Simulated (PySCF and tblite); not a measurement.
Results of a calculation; reference values are marked as such.
# C9H8, numbered as in [CH:1]#[C:2][C:3]1=[C:4]([CH:5]=[CH2:6])[C:7](=[CH2:8])[CH2:9]1: conformational analysis

Free energies: B3LYP-D3(BJ)/def2-SVP (IEF-PCM, methanol) on GFN2-xTB structures plus GFN2-xTB thermal terms, symmetry and mirror images included. Conformers within 3 kcal/mol (GFN2-xTB free energy) were kept, 10 at most. GIAO shieldings: WP04/pcSseg-1 (IEF-PCM, methanol). Shifts are against TMS (¹H), TMS (¹³C) at the same level; of two unlike H on one atom, a is the less shielded. Programs: PySCF with density fitting and tblite.

Torsions listed: C3–C4–C5–C6. The 4-ring runs over atoms 3–4–7–9.

```csv
conformer,shape,symmetry,E(GFN2) kcal/mol,E(DFT) kcal/mol,G(298.15 K) kcal/mol,weight %,dipole D
1,4-ring flat; 180°,Cs,0.50,0.00,0.00,82.3,0.17
2,4-ring flat; 0°,Cs,0.00,0.87,0.91,17.7,0.25
```

Weights (%) against temperature:

```
 T (K)     1     2  S(mix) cal/mol/K
   200  91.0   9.0              0.60
   250  86.3  13.7              0.79
298.15  82.3  17.7              0.93
   350  78.5  21.5              1.03
   400  75.5  24.5              1.11
```

Averaged shifts at 298.15 K. ¹H: 6.56 (H5, 1H), 5.89 (H6a, 1H), 5.65 (H6b, 1H), 5.35 (H8a, 1H), 5.02 (H8b, 1H), 4.08 (H1, 1H), 3.12 (H9, 2H) ppm. ¹³C: 160.9 (C4), 152.0 (C7), 134.0 (C3), 134.0 (C5), 127.0 (C6), 109.2 (C8), 100.5 (C1), 78.4 (C2), 45.3 (C9) ppm.

Coordinates of conformer 1 (Å):

```xyz
17

C    -1.251    3.271   -1.085
C    -1.032    2.130   -0.765
C    -0.807    0.809   -0.403
C     0.269    0.094    0.050
C     1.622    0.481    0.326
C     2.579   -0.330    0.772
C    -0.513   -1.148    0.124
C    -0.326   -2.411    0.462
C    -1.736   -0.390   -0.378
H    -1.431    4.266   -1.361
H     1.836    1.528    0.142
H     3.578    0.026    0.959
H     2.397   -1.372    0.964
H    -1.133   -3.123    0.407
H     0.623   -2.788    0.802
H    -2.114   -0.707   -1.351
H    -2.565   -0.324    0.327
```

Shifts are unscaled: against experiment ¹³C can be off by 15 ppm or more and ¹H by 0.8 ppm.

Search and properties took 88 s on 1 thread of Arm Neoverse V1, on a host shared with other jobs (rough), launched as `OMP_NUM_THREADS=1 python ens_run.py task.json out`.
